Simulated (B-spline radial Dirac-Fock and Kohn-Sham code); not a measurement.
**X-ray scattering factor of Sn³⁴⁺**

System: the Sn³⁴⁺ ion, configuration [Ne] 3s2 3p4.

Level of theory: configuration-average Dirac-Fock orbitals; a radial atomic solver. f₀ is the Fourier transform of the spherical electron density, S the Waller-Hartree incoherent function, and s = sin θ/λ. The electron scattering factor follows from the Mott-Bethe formula f_e = 0.023934 Å⁻¹·(Z − f₀)/s².

```tsv
s (Å⁻¹)	f₀	S	f_e (Å)
0	16.000	0.000	–
0.09	15.956	0.052	100.594
0.11	15.934	0.078	67.383
0.13	15.908	0.109	48.281
0.17	15.844	0.185	28.287
0.2	15.784	0.255	20.473
0.25	15.665	0.394	13.148
0.31	15.490	0.597	8.595
0.38	15.244	0.877	5.761
0.47	14.869	1.298	3.806
0.58	14.333	1.881	2.538
0.71	13.616	2.631	1.727
0.88	12.595	3.642	1.156
1.08	11.365	4.781	0.793
1.33	9.918	6.033	0.542
1.64	8.418	7.288	0.370
2.02	7.077	8.479	0.252
2.49	5.977	9.639	0.170
3.06	5.015	10.790	0.115
3.77	3.972	11.950	0.078
4.65	2.878	13.005	0.052
5.72	1.993	13.830	0.035
7.05	1.445	14.448	0.023
```

f₀ starts at the number of electrons, 16, and has fallen to half at s ≈ 1.76 Å⁻¹. The sum of ⟨r²⟩ over the electrons is 0.7408 bohr². For an ion f_e diverges as s goes to zero, because of the net charge.

Values without a named source are computed, but for edge energies of neutral atoms, which are taken from tables.
